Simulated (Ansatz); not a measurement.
System: C₂H₉Si₂ (charge 0, doublet). It need not be the lowest isomer of its formula. 
Structure (B3LYP-D3(BJ)/def2-TZVP (Ansatz, a quantum-chemistry and plane-wave program) minimum search):
```xyz
13

C      1.8717    -0.7089     0.2315
Si     0.1926    -0.2861    -0.5025
C     -0.9998    -1.7296    -0.2898
Si    -0.6131     1.6682     0.4984
H      1.7925    -0.8838     1.3065
H      2.2741    -1.6147    -0.2276
H      2.5881     0.0986     0.0735
H      0.3431     0.0011    -1.9540
H     -1.9758    -1.5036    -0.7216
H     -0.6072    -2.6219    -0.7845
H     -1.1436    -1.9623     0.7670
H     -0.7064     1.6029     1.9830
H     -1.9098     2.1653    -0.0351
```
Charge 0, spin multiplicity 2.

Atomisation energy built up term by term with Ansatz (kcal/mol; UHF references for open shells; valence terms freeze the core; atomic spin-orbit terms are left out). CBS(X,Y): correlation extrapolated as X^-3; Hartree-Fock from the larger set.

```json
[
 {"term": "Hartree-Fock", "basis": "cc-pV(Q+d)Z", "kcal/mol": "809.30"},
 {"term": "CCSD correlation", "basis": "CBS(cc-pV(T+d)Z,cc-pV(Q+d)Z)", "kcal/mol": "230.55"},
 {"term": "(T)", "basis": "CBS(cc-pV(T+d)Z,cc-pV(Q+d)Z)", "kcal/mol": "11.12"},
 {"term": "core correlation", "basis": "cc-pwCVTZ", "kcal/mol": "2.11"},
 {"term": "scalar relativity (X2C)", "basis": "cc-pVTZ-DK against cc-pVTZ", "kcal/mol": "-1.59"},
 {"term": "sum: De", "basis": "", "kcal/mol": "1051.5"}
]
```

(T) makes 1.1 % of the CCSD(T) atomisation energy; under 5 % is typical of single-reference molecules.
